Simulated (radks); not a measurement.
Radial electron density D(r) = 4 pi r^2 rho(r) of an atom or ion with 3 electrons. Calculated with a radial shooting solver on a logarithmic mesh with Libxc functionals: non-relativistic Kohn-Sham, r2SCAN, spin-polarised, spherical densities, point nucleus; meta-GGA in the generalised Kohn-Sham scheme.

r (bohr),D(r) (e/bohr),spin D(r)
0.03858,0.4853,0.0140
0.0428,0.5778,0.0166
0.04712,0.6765,0.0194
0.05228,0.7994,0.0229
0.05801,0.9405,0.0269
0.06437,1.101,0.0314
0.07085,1.267,0.0360
0.07862,1.467,0.0416
0.08724,1.688,0.0476
0.0968,1.927,0.0540
0.1066,2.163,0.0602
0.1182,2.430,0.0670
0.1312,2.704,0.0737
0.1456,2.976,0.0800
0.1602,3.218,0.0850
0.1778,3.459,0.0892
0.1973,3.665,0.0917
0.2172,3.813,0.0921
0.241,3.915,0.0899
0.2674,3.945,0.0847
0.2967,3.894,0.0763
0.3266,3.771,0.0659
0.3624,3.555,0.0522
0.4021,3.262,0.0369
0.4461,2.905,0.0215
0.4911,2.536,0.00893
0.5449,2.116,-0.000716
0.6046,1.703,-0.00372
0.6656,1.348,0.00154
0.7385,1.014,0.0183
0.8195,0.7480,0.0490
0.9093,0.5584,0.0946
1.001,0.4494,0.149
1.111,0.3936,0.217
1.232,0.3874,0.291
1.367,0.4143,0.366
1.505,0.4489,0.425
1.67,0.4802,0.471
1.853,0.4929,0.489
2.056,0.4791,0.478
2.263,0.4418,0.441
2.511,0.3791,0.379
2.787,0.3022,0.302
3.068,0.2285,0.229
3.404,0.1554,0.155
3.777,0.09634,0.0963
4.191,0.05397,0.0540
4.613,0.02869,0.0287
5.119,0.01291,0.0129
5.68,0.005110,0.00511
6.302,0.001761,0.00176
6.937,0.0005766,0.000577
7.697,0.0001471,0.000147

What is the nuclear charge?

Answer. Z = 4. The innermost maximum, from 1s, lies near 1/Z = 0.25 bohr (found: 0.263), and its height grows with Z. The density is that of the beryllium ion Be+ in [He] 2s1; the configuration itself is not fixed sharply by these data. D(r) has 2 maxima, at r = 0.263, 1.85 bohr, and minima at 1.18 bohr, inside which lie 2.06 electrons.
